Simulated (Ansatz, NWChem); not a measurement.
Worked example: the enthalpy of formation of BBr2Cl (dibromo(chloro)borane)

The species is BBr2Cl (4 atoms), meant as a singlet with charge 0. SMILES: `ClB(Br)Br`. The coordinates come from a PBE0-D4/def2-TZVP relaxation.

Total energies at CCSD(T)/6-31G* (spherical functions), 24 core orbitals frozen (NWChem 7.3.0); the atoms run unrestricted:

| species | state | energy (Eh) |
| --- | --- | --- |
| BBr2Cl | singlet | -5629.216974 |
| Cl | doublet | -459.567472 |
| B | doublet | -24.579084 |
| Br | doublet | -2572.318321 |

Harmonic wavenumbers at PBE0-D4/def2-TZVP, in cm⁻¹: 166, 197, 350, 410, 841, 938.

Measured heats of formation of the gaseous atoms at 298.15 K, in kJ/mol: Cl 121.3, B 570.3, Br 111.9. Spin-orbit lowering of the atoms at 298 K (mean of the ground term's levels less their thermal mean, from spectra), in kJ/mol: Cl 3.44, B 0.00, Br 14.69. Take 1 Eh = 2625.50 kJ/mol, 1 cm⁻¹ = 0.0119627 kJ/mol, RT = 2.479 kJ/mol.

What heat of formation follows?


1. Electronic atomisation energy: (-459.567472) + (-24.579084) + 2 × (-2572.318321) − (-5629.216974) = 0.433776 Eh = 1138.9 kJ/mol.
2. Zero-point energy: half the sum of the wavenumbers, 1451 cm⁻¹ = 17.4 kJ/mol.
3. Thermal vibrational enthalpy, Σ hcν̃/(exp(hcν̃/kT) − 1): 5.1 kJ/mol. Translation, rotation and pV of a non-linear molecule: 4 RT = 9.9 kJ/mol.
4. The 4 free atoms carry 5/2 RT each: 24.8 kJ/mol.
5. Spin-orbit coupling lowers the free atoms by 3.44 + 0.00 + 2 × 14.69 = 32.8 kJ/mol.
6. Atomisation enthalpy at 298 K: 1138.9 − 32.8 − 17.4 − 5.1 − 9.9 + 24.8 = 1098.5 kJ/mol.
7. Sum of the atoms' heats of formation: 915.4 kJ/mol. Heat of formation: 915.4 − 1098.5 = -183.1 kJ/mol.

The tabulated value is -272.0 kJ/mol (NIST-JANAF tables; in doubt, as an older value, an estimate or one at odds with other calculations), so this level is off by +88.9 kJ/mol, or 7.5 % of the atomisation enthalpy that the table implies (1187.3 kJ/mol). Coupled cluster needs large bases for atomisation: in a finite one the molecule is underbound. Relativity is left out. A double-zeta basis underbinds. Anharmonicity and any spin-orbit splitting of the molecule are left out, and cores are frozen in the wave-function part.
